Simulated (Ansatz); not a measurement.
Reaction (substitution at a C–O bond): `[CH3][Al-]1([F])[O]C(C(F)(F)F)=CC(C(F)(F)F)=[O+]1` + `[CH3][Sn][OH]` → `[CH3][Sn-]1[O]C(C(F)(F)F)=CC(C(F)(F)F)=[O+]1` + `[CH3][Al]([OH])[F]`

Calculated with Ansatz (gas phase, PBE0-D4/def2-TZVP geometries, no zero-point term in ΔE). CBS: MP2 limit from def2 TZ/QZ plus the TZ coupled-cluster correction, frozen cores. Functionals use def2-TZVPP. Elements past krypton have def2 core potentials. For Sn outer-core shells are correlated without core-valence functions, which leaves a few kJ/mol of doubt a bond. Each species was taken in one conformer, which may not be the lowest.

```json
{"level": "r2SCANh-D4", "ΔE (kJ/mol)": "30.2", "difference from CCSD(T)/CBS": "9.4"}
{"level": "BHLYP-D4", "ΔE (kJ/mol)": "27.6", "difference from CCSD(T)/CBS": "6.8"}
{"level": "ωB97M-V", "ΔE (kJ/mol)": "25.8", "difference from CCSD(T)/CBS": "5.0"}
{"level": "BLYP", "ΔE (kJ/mol)": "25.1", "difference from CCSD(T)/CBS": "4.3"}
{"level": "r2SCANh", "ΔE (kJ/mol)": "31.1", "difference from CCSD(T)/CBS": "10.3"}
{"level": "HF/def2-SVP", "ΔE (kJ/mol)": "27.3", "difference from CCSD(T)/CBS": "6.5"}
{"level": "CCSD/def2-SVP", "ΔE (kJ/mol)": "23.3", "difference from CCSD(T)/CBS": "2.5"}
{"level": "CCSD(T)/def2-TZVPP", "ΔE (kJ/mol)": "25.3", "difference from CCSD(T)/CBS": "4.5"}
{"level": "HF/CBS(def2)", "ΔE (kJ/mol)": "38.1", "difference from CCSD(T)/CBS": "17.3"}
{"level": "MP2/CBS(def2)", "ΔE (kJ/mol)": "13.5", "difference from CCSD(T)/CBS": "-7.3"}
{"level": "CCSD(T)/CBS", "ΔE (kJ/mol)": "20.8", "difference from CCSD(T)/CBS": "0"}
```

Largest T1 diagnostic among the species: 0.016.

From PBE to PBE0 (25 % exact exchange), in def2-TZVPP and without D4, ΔE moves by +3.8 kJ/mol. Leaving LDA and LC-ωPBE aside and taking each functional with its dispersion term where it has one, the values, not all of them listed here, spread over 11.4 kJ/mol, from BLYP-D4 to r2SCAN0-D4. In def2-TZVPP, CCSD(T) changes the Hartree–Fock value by −12.1 kJ/mol (the triples alone add −2.4 kJ/mol) and MP2 by −19.4 kJ/mol.
